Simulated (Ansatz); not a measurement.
Ideal-gas functions of `[Cl][In]([Br])[Br]` at 500 K and 1 bar, from an Ansatz frequency run at PBE0-D4/def2-TZVP.

Molar mass 310.08 g/mol, point group C2v (symmetry number 2), electronic degeneracy 1, moments of inertia 377.124, 718.273, 1095.397 u Å². Harmonic wavenumbers (cm⁻¹, unscaled): 62, 80, 86, 234, 289, 382.

Use S(trans) = R[1.5 ln M + 2.5 ln T − 1.1517]; rotational temperatures θ = 24.2544 K / I; S(rot) = R[ln(√π/σ · √(T³/θAθBθC)) + 1.5]; for each mode x = 1.438777 ν̃/T, S = R[x/(eˣ − 1) − ln(1 − e⁻ˣ)] and H = RT x/(eˣ − 1); 1 cm⁻¹ = 0.0119627 kJ/mol; R = 8.31446 J/(mol·K).

Task: By hand: the entropy, in J/(mol·K).

Result: Translation 191.1. Rotation: θ = 0.0643, 0.0338, 0.0221 K, giving 130.3. Vibration, mode by mode: 22.66, 20.54, 19.95, 11.76, 10.08, 7.93, in all 92.9. Electronic 0.0. Sum 414.3 J/(mol·K).

Task: By hand: H − E and G − E in kJ/mol, counted from the electronic energy.

Result: Zero-point energy ½ × 1133 × 0.0119627 = 6.8; thermal vibration 19.0; translation, rotation and pV give 4 RT = 16.6. H − E = 42.4 kJ/mol, and G − E = 42.4 − 500 × 414.3/1000 = -164.8 kJ/mol.

Vibration gives 22 % of the entropy, 63.1 J/(mol·K) of it from the modes under 150 cm⁻¹: soft modes count most, and the harmonic formula is weakest for them.
